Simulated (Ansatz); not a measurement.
## How methods differ on BH3Br− (SMILES [H][B-]([H])([H])Br)

The species is BH3Br− (5 atoms), meant as a singlet with charge -1. As SMILES, `[H][B-]([H])([H])Br`. Geometry: relaxed at GFN2-xTB.

| atom | x (Å) | y (Å) | z (Å) |
| --- | --- | --- | --- |
| B | -0.0024 | 0.0017 | -0.1851 |
| Br | 0.0152 | -0.0198 | 1.8429 |
| H | 1.1495 | 0.0105 | -0.5598 |
| H | -0.5857 | 1.0038 | -0.5364 |
| H | -0.5765 | -0.9962 | -0.5616 |

Quantity: the energy change with the B1–H5 bond stretched from 1.211 to 1.514 Å, in eV. The values are calculated.

```tsv
level	kind	program	value (eV)	CPU time (all runs)
HF/STO-3G (restricted)	Hartree–Fock	Ansatz	1.20	0.24 s
SVWN5/STO-3G (restricted)	LDA	Ansatz	0.95	1.3 s
BLYP/STO-3G (restricted)	GGA	Ansatz	0.85	1.9 s
r2SCAN/STO-3G (restricted)	meta-GGA	Ansatz	0.96	4.5 s
PBE0/STO-3G (restricted)	global hybrid	Ansatz	1.00	1.9 s
HSE06/STO-3G (restricted)	range-separated hybrid	Ansatz	1.00	2.4 s
wB97M-V/STO-3G (restricted)	range-separated hybrid	Ansatz	1.00	28 s
B2PLYP/STO-3G (restricted)	double hybrid	Ansatz	1.00	2.7 s
RPA@PBE/STO-3G (restricted)	RPA	Ansatz	0.84	3 s
CCSDT(Q)/STO-3G (restricted)	coupled cluster or CI	Ansatz	0.90	0.8 s
```

All-electron rows without a relativistic Hamiltonian named are non-relativistic. Sets without diffuse functions describe the anion poorly. The first shape isn't each level's own minimum. The values span 0.84 to 1.20 eV. All rows use very small basis sets, so even the best lies far from the true value. In the correlated wave-function rows the outer d shell of Br is correlated, in sets not made for it. CPU times are rough (shared hosts, several kinds of processor): they show what a rung costs within a factor of a few.
